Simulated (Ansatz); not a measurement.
`C[CH2][Ge]([CH2]C)([CH2]C)[CH2]C` at its PBE0-D4/def2-TZVP geometry, where that method's forces vanish. Charge 0, multiplicity 1.

```csv
atom,x (Å),y (Å),z (Å)
C1,2.601,1.351,-0.080
C2,1.968,-0.033,-0.012
Ge3,0.000,0.000,0.002
C4,-0.634,1.007,1.569
C5,-0.179,0.419,2.898
C6,-0.676,-1.847,0.084
C7,-2.195,-1.941,0.094
C8,-0.658,0.873,-1.636
C9,-0.227,0.171,-2.916
H10,2.298,1.887,-0.984
H11,3.694,1.300,-0.085
H12,2.310,1.968,0.774
H13,2.303,-0.564,0.885
H14,2.289,-0.644,-0.861
H15,-0.288,2.041,1.469
H16,-1.727,1.050,1.523
H17,-0.537,-0.607,3.027
H18,0.911,0.391,2.973
H19,-0.547,0.999,3.749
H20,-0.256,-2.320,0.977
H21,-0.263,-2.395,-0.770
H22,-2.632,-1.495,-0.804
H23,-2.540,-2.978,0.140
H24,-2.624,-1.419,0.954
H25,-0.308,1.910,-1.629
H26,-1.750,0.924,-1.575
H27,-0.589,-0.860,-2.952
H28,-0.606,0.679,-3.808
H29,0.863,0.132,-3.006
```

(1) For each bond, give half the difference of the two atoms' forces along it (eV/Å; positive pushes the atoms apart) under PBE-D4, r2SCAN-D4, B3LYP-D4, ωB97M-V in def2-TZVPP. (Best estimate.)

Answers

(1) The calculation gave: 
```json
{"bond": "C1–C2", "length (Å)": "1.523", "PBE-D4": "-0.01", "r2SCAN-D4": "0.13", "B3LYP-D4": "0.19", "ωB97M-V": "0.23"}
{"bond": "C1–H10", "length (Å)": "1.094", "PBE-D4": "0.11", "r2SCAN-D4": "-0.03", "B3LYP-D4": "-0.07", "ωB97M-V": "-0.07"}
{"bond": "C1–H11", "length (Å)": "1.094", "PBE-D4": "0.11", "r2SCAN-D4": "-0.03", "B3LYP-D4": "-0.07", "ωB97M-V": "-0.10"}
{"bond": "C1–H12", "length (Å)": "1.094", "PBE-D4": "0.11", "r2SCAN-D4": "-0.03", "B3LYP-D4": "-0.07", "ωB97M-V": "-0.07"}
{"bond": "C2–H14", "length (Å)": "1.095", "PBE-D4": "0.10", "r2SCAN-D4": "-0.03", "B3LYP-D4": "-0.11", "ωB97M-V": "-0.08"}
{"bond": "Ge3–C4", "length (Å)": "1.969", "PBE-D4": "0.02", "r2SCAN-D4": "-0.01", "B3LYP-D4": "0.06", "ωB97M-V": "-0.04"}
{"bond": "Ge3–C6", "length (Å)": "1.969", "PBE-D4": "0.02", "r2SCAN-D4": "-0.01", "B3LYP-D4": "0.06", "ωB97M-V": "-0.04"}
{"bond": "C5–H17", "length (Å)": "1.094", "PBE-D4": "0.11", "r2SCAN-D4": "-0.03", "B3LYP-D4": "-0.07", "ωB97M-V": "-0.07"}
{"bond": "C5–H19", "length (Å)": "1.094", "PBE-D4": "0.11", "r2SCAN-D4": "-0.03", "B3LYP-D4": "-0.07", "ωB97M-V": "-0.10"}
{"bond": "C6–H21", "length (Å)": "1.095", "PBE-D4": "0.10", "r2SCAN-D4": "-0.03", "B3LYP-D4": "-0.11", "ωB97M-V": "-0.08"}
{"bond": "C7–H22", "length (Å)": "1.094", "PBE-D4": "0.11", "r2SCAN-D4": "-0.03", "B3LYP-D4": "-0.07", "ωB97M-V": "-0.07"}
{"bond": "C7–H23", "length (Å)": "1.094", "PBE-D4": "0.11", "r2SCAN-D4": "-0.03", "B3LYP-D4": "-0.07", "ωB97M-V": "-0.10"}
{"bond": "C9–H27", "length (Å)": "1.094", "PBE-D4": "0.11", "r2SCAN-D4": "-0.03", "B3LYP-D4": "-0.07", "ωB97M-V": "-0.07"}
{"bond": "C9–H28", "length (Å)": "1.094", "PBE-D4": "0.11", "r2SCAN-D4": "-0.03", "B3LYP-D4": "-0.07", "ωB97M-V": "-0.10"}
```

B3LYP here is the variant with VWN-RPA as its local correlation; programs differ in this.

Computed with Ansatz.
